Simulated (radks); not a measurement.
Results of a calculation; reference values are marked as such.
Species: W2+. Configuration: [Xe] 4f13 5d4 6s1 (not the ground configuration).

Level of theory: scalar-relativistic Kohn-Sham, PBEsol, spin-unpolarised, spherical densities, point nucleus (a radial shooting solver on a logarithmic mesh with Libxc functionals).

Energy parts (eV):
part                       energy
total                  -439070.90
kinetic                 483864.92
electron-nucleus      -1083822.81
Hartree                 169506.39
exchange-correlation     -8619.40

Orbitals (lengths in bohr, moments of r in powers of bohr; r(max) is where P^2 peaks; r(90%) holds 90 % of the orbital's charge):
| orbital | occ. | eigenvalue (eV) | r(90%) | <r^2> | r(max) |
|---|---|---|---|---|---|
| 1s | 2 | -69501.97 | 0.0334 | 0.0004630 | 0.01146 |
| 2s | 2 | -12021.29 | 0.120 | 0.007122 | 0.06568 |
| 2p | 6 | -10517.26 | 0.113 | 0.005894 | 0.05389 |
| 3s | 2 | -2792.978 | 0.295 | 0.04625 | 0.1853 |
| 3p | 6 | -2347.687 | 0.301 | 0.04702 | 0.1835 |
| 3d | 10 | -1835.446 | 0.283 | 0.03900 | 0.1494 |
| 4s | 2 | -599.7799 | 0.644 | 0.2274 | 0.4204 |
| 4p | 6 | -453.3879 | 0.693 | 0.2587 | 0.4408 |
| 4d | 10 | -267.9465 | 0.762 | 0.2999 | 0.4514 |
| 5s | 2 | -102.7589 | 1.50 | 1.236 | 0.9524 |
| 5p | 6 | -65.6249 | 1.77 | 1.670 | 1.074 |
| 4f | 13 | -62.0152 | 0.968 | 0.4312 | 0.4251 |
| 5d | 4 | -23.6765 | 2.67 | 3.533 | 1.401 |
| 6s | 1 | -21.0722 | 3.83 | 7.957 | 2.386 |

The highest occupied level is 6s at -21.072 eV. Summed over all electrons, <r^2> = 46.01 bohr^2, which gives a Langevin (diamagnetic) susceptibility term of -36.4 x 10^-6 cm^3/mol. The density falls to 0.001 e/bohr^3 at r = 3.96 bohr.
